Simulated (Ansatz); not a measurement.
Calculated with Ansatz (gas phase, PBE0-D4/def2-TZVP geometries, no zero-point term in ΔE). CCSD(T)/CBS is the MP2 limit (def2-TZVPP, def2-QZVPP) plus CCSD(T) − MP2 in def2-TZVPP, frozen cores. This one scheme is used for every species, atoms too. Functionals use def2-TZVPP. No spin–orbit coupling; open shells (•) take unrestricted orbitals. Spin–orbit coupling would lower the free atoms: a little for F; clearly for Ga. Bonds to Ga are less sure, by a few kJ/mol each and by 10 to 20 or more in all where they break to atoms, as the def2 sets lack core-valence functions. Scalar relativity is left out up to krypton.

Consider the atomization: `[F][GaH2]` → F• + Ga• + 2 H•.

```
    level  ΔE (kJ/mol)
revPBE-D4       1008.1
  r2SCANh       1035.7
```

Q: What does CCSD(T)/CBS give? (An estimate is asked.)

A: Computed: +1051.4 kJ/mol. The listed levels differ from it by -43.3, -15.7 kJ/mol.

Largest T1 diagnostic among the species: 0.014.

From PBE to PBE0 (25 % exact exchange), in def2-TZVPP and without D4, ΔE moves by −18.7 kJ/mol: exact exchange takes away binding that semilocal exchange gives to molecules. In def2-TZVPP, CCSD(T) changes the Hartree–Fock value by +273.3 kJ/mol (the triples alone add +12.4 kJ/mol) and MP2 by +291.5 kJ/mol; breaking electron pairs costs correlation energy, which Hartree–Fock lacks.

For atomizations the MP2-based limit and the directly extrapolated one differ by several kJ/mol either way, and by 10 to 25 for some Ge, Se and Sn compounds, so smaller differences from it don't rank the levels.
